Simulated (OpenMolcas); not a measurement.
What dynamic correlation does to the levels of I⁵⁺

```json
{
 "Program": "OpenMolcas",
 "Basis": "ANO-RCC-VTZP [7s6p4d2f1g]",
 "Scalar Hamiltonian": "DKH2, point nucleus",
 "Active space": "2 electrons in 8 orbitals (5s 5p 6s 6p)",
 "State averaging": "2S+1 = 3 even, 3 roots; 2S+1 = 1 even, 7 roots; 2S+1 = 3 odd, 3 roots; 2S+1 = 1 odd, 3 roots",
 "Spin-orbit coupling": "RASSI with atomic mean-field integrals over the reference wave functions, term energies averaged over their components"
}
```

Methods on the same reference wave functions:
A. CASSCF
B. SS-CASPT2, IPEA 0.25 Eh, imaginary shift 0.1 Eh (closed shells correlated: 4d)
C. MS-CASPT2, IPEA 0.25 Eh, imaginary shift 0.1 Eh (closed shells correlated: 4d)

Energies in cm⁻¹ above 5s² ¹S₀, the measured ground level; measured values from the list in Rauch et al., Astron. Astrophys. 606, A105 (2017).

| Level | A | B | C | Measured |
| --- | --- | --- | --- | --- |
| 5s² ¹S₀ | 0.0 | 0.0 | 0.0 | 0.0 |
| 5s 5p ³P°₀ | 82441 | 86170 | 86680 | 85666 |
| 5s 5p ³P°₁ | 86132 | 89580 | 90090 | 89262 |
| 5s 5p ³P°₂ | 95448 | 99170 | 99690 | 99685 |
| 5s 5p ¹P°₁ | 137543 | 125880 | 126390 | 127424 |
| 5p² ³P₀ | 201482 | 201870 | 202360 | 200085 |
| 5p² ³P₁ | 208356 | 209390 | 209900 | 208474 |

Deviations, from unrounded energies. A percentage is the sum of absolute deviations over the sum of measured energies, with the sign that they share, or ± where signs differ.

| Against measurement | Levels | A | B | C |
| --- | --- | --- | --- | --- |
| mean absolute deviation (cm-1) | 6 | 3700 | 930 | 1100 |
| other configurations (%) | 6 | ±2.7 | ±0.7 | ±0.8 |

B lies closest to measurement on these levels and A furthest from it. The largest miss of B in the table is 5p² ³P₀, by +1800 cm-1. The ranking rests on the paired levels alone, and a cruder setting can come out closer through cancelling errors.

Between B and C the level of the table that moves most is 5s 5p ³P°₀, by 510 cm-1 (lowest in B, highest in C). Moves below CASPT2's spread within the term are not significant.

The lowest spin-free term lies below A's lowest term by 0.411 hartree in B, 0.413 hartree in C.

Term energies are means over components that CASPT2 splits; among the terms shown or strongly mixed into the levels shown the widest spread is 20 cm-1 (5p² ³P, B). Over all roots computed the reference weight is 0.88 to 0.95 in B, 0.88 to 0.95 in C; the roots of lowest weight are the least certain, and an intruder state may touch them. Active for correlation alone: 6p 6s; no level in the range computed is led by a configuration that fills them, so any true level of that kind is missing. The ¹D term of p² mixes with s d, which this space lacks. Measured partners are found by configuration, term and J. A level has none where our copy of the source lacks it or the pairing is in doubt (some pairs that miss far off the trend of their configuration count as doubtful), and it then counts in no deviation. Only configurations of the active space appear. The table leaves out levels that lie high or whose names do not pair safely across all columns.

° marks odd parity.
